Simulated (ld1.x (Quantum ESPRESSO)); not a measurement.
**PBEsol TM dataset for Ga, fully relativistic all-electron reference.**

- Element: Ga (Z = 31)
- Generator: ld1.x (Quantum ESPRESSO) 7.5
- Type: norm-conserving Troullier–Martins (Kleinman–Bylander form)
- Functional: PBEsol
- Relativity: fully relativistic
- Frozen core: [Ar] 3d10
- Valence charge: 3
- Reference configuration: 4s2 4p1
- Partial waves: 4s (bound): rc 1.35 bohr; 4p (bound): rc 2.00 bohr; 4d channel at 0.35 Ry: rc 2.00 bohr
- Local potential: all-electron potential smoothed inside 1.85 bohr (lloc = -1)
- Core correction: Bessel-smoothed model core inside 1.40 bohr

Open shells are filled in proportion to 2j + 1 (rel_dist='average').

All-electron outer shells of the reference configuration (PBEsol, scalar-relativistic, ld1.x):

| shell | level (eV) | outermost node (bohr) | outermost maximum (bohr) |
| --- | --- | --- | --- |
| 3p | -98.68 | 0.24 | 0.56 |
| 3d | -19.16 | – | 0.53 |
| 4s | -8.96 | 0.81 | 1.90 |
| 4p | -2.57 | 0.87 | 2.53 |

What the tests gave:

| Item | Value |
| --- | --- |
| Cutoffs needed | 40 Ry and 110 Ry (the cutoffs (Ry, on a coarse ladder) from which the occupation-weighted sum of valence levels, in a spherical-Bessel basis at the reference potential, stays within 10 and 1 mRy of its value at 400 Ry) |
| Ghost test | ghost states, extra bound levels that the all-electron valence spectrum of the same l lacks: d3/2 at -152.2 eV, d5/2 at -134.4 eV; a true bound ghost makes a file unfit for plane-wave use (spherical-Bessel basis up to 400 Ry, 20 bohr box) |
| Largest excitation error | -177 meV (all-electron minus pseudo) for 4s1 4p0, out of 7 test configurations |

Generation and tests took about 2.7 s on one core of a shared server CPU.
